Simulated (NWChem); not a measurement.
Program: NWChem. System: F₄MoO, charge 0, spin multiplicity 1, at a geometry optimised with PBE0/def2-SVP with def2 effective core potentials on Mo. The structure started from a generated list of species. Level: RHF/def2-TZVP with def2 effective core potentials on Mo.

Input file:

```
start mol
memory heap 200 mb stack 900 mb global 1100 mb
geometry units angstroms nocenter noautoz
  Mo    -0.059284     0.059048     0.000000
  O     -1.239636     1.236192     0.000000
  F      1.285391    -1.280742     0.000000
  F     -0.605728    -0.670012     1.561958
  F     -0.605728    -0.670012    -1.561958
  F      1.304624     1.246373     0.000000
  symmetry group Cs
end
basis spherical
  * library def2-tzvp
end
ecp
  Mo library def2-ecp
end
scf
  rhf
  nopen 0
  maxiter 100
  thresh 1e-7
  semidirect memsize 60000000 filesize 0
end
task scf energy
```

NWChem printed:

```
             Northwest Computational Chemistry Package (NWChem) 7.3.0
             --------------------------------------------------------

                                NWChem Input Module
                                -------------------

 Scaling coordinates for geometry "geometry" by  1.889725989
 (inverse scale =  0.529177249)

 Turning off AUTOSYM since
 SYMMETRY directive was detected!

                             Geometry "geometry" -> ""
                             -------------------------

 Output coordinates in angstroms (scale by  1.889725989 to convert to a.u.)

  No.       Tag          Charge          X              Y              Z
 ---- ---------------- ---------- -------------- -------------- --------------
    1 Mo                  42.0000    -0.05928400     0.05904800     0.00000000
    2 O                    8.0000    -1.23963600     1.23619200     0.00000000
    3 F                    9.0000     1.28539100    -1.28074200     0.00000000
    4 F                    9.0000    -0.60572800    -0.67001200     1.56195800
    5 F                    9.0000    -0.60572800    -0.67001200    -1.56195800
    6 F                    9.0000     1.30462400     1.24637300     0.00000000

 Effective nuclear repulsion energy (a.u.)     691.5363186387

            Nuclear Dipole moment (a.u.)
            ----------------------------
        X                 Y               Z
 ---------------- ---------------- ----------------
     0.0000283459     0.0000283459     0.0000000000

      Symmetry information
      --------------------

 Group name             Cs
 Group number              2
 Group order               2
 No. of unique centers     5

      Symmetry unique atoms

     1    2    3    4    6


 Summary of "ao basis" -> "" (spherical)
 ------------------------------------------------------------------------------
       Tag                 Description            Shells   Functions and Types
 ---------------- ------------------------------  ------  ---------------------
 *                         def2-tzvp                  on all atoms

 Summary of "ao basis" -> "ao basis" (spherical)
 ------------------------------------------------------------------------------
       Tag                 Description            Shells   Functions and Types
 ---------------- ------------------------------  ------  ---------------------
 Mo                        def2-tzvp                14       40   6s4p3d1f
 O                         def2-tzvp                11       31   5s3p2d1f
 F                         def2-tzvp                11       31   5s3p2d1f

                                 NWChem SCF Module
                                 -----------------

  ao basis        = "ao basis"
  functions       =   195
  atoms           =     6
  closed shells   =    29
  open shells     =     0
  charge          =   0.00
  wavefunction    = RHF
  use symmetry    = T
  symmetry adapt  = T

 Summary of "ao basis" -> "ao basis" (spherical)
 ------------------------------------------------------------------------------
       Tag                 Description            Shells   Functions and Types
 ---------------- ------------------------------  ------  ---------------------
 Mo                        def2-tzvp                14       40   6s4p3d1f
 O                         def2-tzvp                11       31   5s3p2d1f
 F                         def2-tzvp                11       31   5s3p2d1f

      Symmetry analysis of basis
      --------------------------
[...]
     6 a'          7 a'          8 a"          9 a'         10 a'
    11 a"         12 a'         13 a'         14 a'         15 a'
    16 a"         17 a'         18 a'         19 a"         20 a'
    21 a'         22 a"         23 a'         24 a"         25 a"
    26 a'         27 a'         28 a"         29 a'         30 a"
    31 a'         32 a'         33 a"         34 a'         35 a"
    36 a'         37 a'         38 a'         39 a'

             Final eigenvalues
             -----------------

              1
    1  -26.3657
    2  -26.3657
    3  -26.3656
    4  -26.2756
    5  -20.6862
    6   -3.3657
    7   -2.2094
    8   -2.2028
    9   -2.2028
   10   -1.6431
   11   -1.6170
   12   -1.6169
   13   -1.5539
   14   -1.3312
   15   -0.7861
   16   -0.7847
   17   -0.7847
   18   -0.7726
   19   -0.7726
   20   -0.7307
   21   -0.7072
   22   -0.7058
   23   -0.7048
   24   -0.7048
   25   -0.6288
   26   -0.6288
   27   -0.5954
   28   -0.5881
   29   -0.5881
   30   -0.0327
   31   -0.0327
   32   -0.0031
   33   -0.0030
   34    0.0582
   35    0.0852
   36    0.0852
   37    0.0989
   38    0.1567
   39    0.3278

                       ROHF Final Molecular Orbital Analysis
                       -------------------------------------

 Vector   27  Occ=2.000000D+00  E=-5.953770D-01  Symmetry=a'
              MO Center= -1.4D-01,  1.4D-01,  2.7D-12, r^2= 3.7D+00
   Bfn.  Coefficient  Atom+Function         Bfn.  Coefficient  Atom+Function
  ----- ------------  ---------------      ----- ------------  ---------------
    46      0.247768  2 O  px                47     -0.246823  2 O  py
    49      0.235121  2 O  px                50     -0.234209  2 O  py
    77      0.227203  3 F  px                78     -0.226097  3 F  py
    80      0.208575  3 F  px                81     -0.207569  3 F  py
     7      0.198647  1 Mo px                 8     -0.198147  1 Mo py

 Vector   28  Occ=2.000000D+00  E=-5.880666D-01  Symmetry=a"
              MO Center= -7.7D-01,  6.4D-01,  1.7D-09, r^2= 2.3D+00
   Bfn.  Coefficient  Atom+Function         Bfn.  Coefficient  Atom+Function
  ----- ------------  ---------------      ----- ------------  ---------------
    48      0.364535  2 O  pz                51      0.356746  2 O  pz
    54      0.208521  2 O  pz                79      0.150348  3 F  pz

 Vector   29  Occ=2.000000D+00  E=-5.880612D-01  Symmetry=a'
              MO Center= -6.4D-01,  7.7D-01, -2.0D-09, r^2= 2.3D+00
   Bfn.  Coefficient  Atom+Function         Bfn.  Coefficient  Atom+Function
  ----- ------------  ---------------      ----- ------------  ---------------
    46      0.257290  2 O  px                47      0.258295  2 O  py
    49      0.251802  2 O  px                50      0.252767  2 O  py
    23     -0.193513  1 Mo d  2

 Vector   30  Occ=0.000000D+00  E=-3.271276D-02  Symmetry=a"
              MO Center= -1.5D-01,  1.8D-01, -9.5D-11, r^2= 1.7D+00
   Bfn.  Coefficient  Atom+Function         Bfn.  Coefficient  Atom+Function
  ----- ------------  ---------------      ----- ------------  ---------------
    22      0.549014  1 Mo d  1              27      0.387230  1 Mo d  1
    54     -0.246474  2 O  pz                48     -0.196918  2 O  pz
    32      0.187408  1 Mo d  1              51     -0.183872  2 O  pz
    20      0.177855  1 Mo d -1

 Vector   31  Occ=0.000000D+00  E=-3.270781D-02  Symmetry=a'
              MO Center= -1.8D-01,  1.5D-01,  1.1D-10, r^2= 1.7D+00
   Bfn.  Coefficient  Atom+Function         Bfn.  Coefficient  Atom+Function
  ----- ------------  ---------------      ----- ------------  ---------------
    23      0.514724  1 Mo d  2              28      0.361005  1 Mo d  2
    21      0.226708  1 Mo d  0              52      0.174141  2 O  px
    53      0.174443  2 O  py                33      0.164848  1 Mo d  2
    26      0.161681  1 Mo d  0

 Vector   32  Occ=0.000000D+00  E=-3.088456D-03  Symmetry=a'
              MO Center= -1.7D-01,  1.2D-01, -1.2D-11, r^2= 1.8D+00
   Bfn.  Coefficient  Atom+Function         Bfn.  Coefficient  Atom+Function
  ----- ------------  ---------------      ----- ------------  ---------------
    21      0.447692  1 Mo d  0              26      0.311795  1 Mo d  0
    23     -0.263811  1 Mo d  2              19     -0.259142  1 Mo d -2
    31      0.191732  1 Mo d  0              28     -0.183126  1 Mo d  2
    24     -0.180485  1 Mo d -2              13      0.155389  1 Mo px
    14      0.155796  1 Mo py               169      0.154550  6 F  s

 center of mass
 --------------
 x =   0.00555610 y =  -0.00554660 z =   0.00000000

 moments of inertia (a.u.)
 ------------------
         697.133863228332          35.050747746128           0.000000000000
          35.050747746128         697.393782319970           0.000000000000
           0.000000000000           0.000000000000         732.443186750503

  Mulliken analysis of the total density
  --------------------------------------

    Atom       Charge   Shell Charges
 -----------   ------   -------------------------------------------------------
    1 Mo  14    11.40   0.02 -0.41  1.66  0.79  0.07 -0.00  5.49  0.68  0.11  0.01  1.32  1.35  0.16  0.17
    2 O    8     8.55   0.79  1.18  0.60  1.01  0.37  1.75  2.01  0.80  0.00  0.04  0.00
    3 F    9     9.60   0.77  1.20  0.59  1.01  0.40  2.23  2.32  1.07  0.00  0.01  0.00
    4 F    9     9.48   0.77  1.20  0.60  1.02  0.39  2.22  2.31  0.96  0.00  0.01  0.00
    5 F    9     9.48   0.77  1.20  0.60  1.02  0.39  2.22  2.31  0.96  0.00  0.01  0.00
    6 F    9     9.48   0.77  1.20  0.60  1.02  0.39  2.22  2.31  0.96  0.00  0.01  0.00

       Multipole analysis of the density wrt the origin
       ------------------------------------------------

     L   x y z        total         open         nuclear
     -   - - -        -----         ----         -------
     0   0 0 0     -0.000000      0.000000     58.000000

     1   1 0 0     -0.406713      0.000000      3.136883
     1   0 1 0      0.404672      0.000000     -3.124339
     1   0 0 1      0.000000      0.000000      0.000000

     2   2 0 0    -38.740645      0.000000    175.466256
     2   1 1 0      2.525089      0.000000    -18.516246
     2   1 0 1     -0.000000      0.000000      0.000000
     2   0 2 0    -38.723864      0.000000    175.333471
     2   0 1 1     -0.000000      0.000000      0.000000
     2   0 0 2    -36.203814      0.000000    156.822683

 Task  times  cpu:       57.5s     wall:       57.5s

 Total times  cpu:       57.5s     wall:       57.5s
```
